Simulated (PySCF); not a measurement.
# H2PtO: fields on a plane

Method: PBE0/[Pt def2-TZVP with ECP60, O def2-TZVP, H def2-TZVP], scalar-relativistic core potentials, density fitting, no spin–orbit coupling, PySCF.

The singlet minimum has Pt–H 1.539 Å (×2), Pt–O 1.737 Å; H–Pt–H 84.6°, H–Pt–O 118.1° (×2).

The plane holds Pt1 at (0.00, 0.00), O2 at (1.74, 0.00), H3 at (-0.73, 1.36) Å. Columns run from x = -2.85 to 4.05 Å, rows from y = 3.75 (top) to -1.95 Å, in steps of 0.3 Å. Other isomers or separated fragments may lie lower. Core electrons replaced by a potential are absent, the electrostatic potential uses the reduced nuclear charge, and values within about 0.7 Å of such atoms have no physical meaning.

**Question.** Give the electrostatic potential (V) (cut at 20 V). Lower edges of the bins (V): '0' -1.71, '1' -1.58, '2' -1.38, '3' -1.06, '4' -0.55, '5' 0.26, '6' 1.55, '7' 3.58, '8' 6.80, '9' 11.91; top 20.0.

**Answer.** 
```
455555544444444444444444
555555555444444444444444
555555555544444444444444
555555555554444444444444
555555555554444443333444
555556666555444433333334
555566777655444333333333
555567999765544322223333
555567999876654321112333
555567999998765431012233
555667899999977775211233
555667899999999998522233
556678999999999999632233
556678999999999999742233
556667999999999998633333
555667899999977775433333
555566778998865443223333
555556666777654322233333
555555556666554333333333
555555555555544433333334
```

**Question.** Give the electron localisation function (set to 0 where the density is under 0.005 e/Å³). Lower edges of the bins: '0' 0.000, '1' 0.100, '2' 0.200, '3' 0.300, '4' 0.400, '5' 0.500, '6' 0.600, '7' 0.700, '8' 0.800, '9' 0.900; top 1.00.

**Answer.** 
```
000000000000000000000000
000000000000000000000000
000000000000000000000000
000000030000000000000000
000007888510000000000000
000089999841000000000000
000799999852000000000000
000899999852100011100000
002799999742200234210000
001589998433212566520000
000246653465325788631000
000012246687347898741000
000000158007365128741000
000000047008456217631000
000000037877348887520000
000000246642137886410000
000001345420025765310000
000002345310013443100000
000001344311011221000000
000001233210000110000000
```

Spin–orbit coupling, left out here, can matter for elements this heavy.
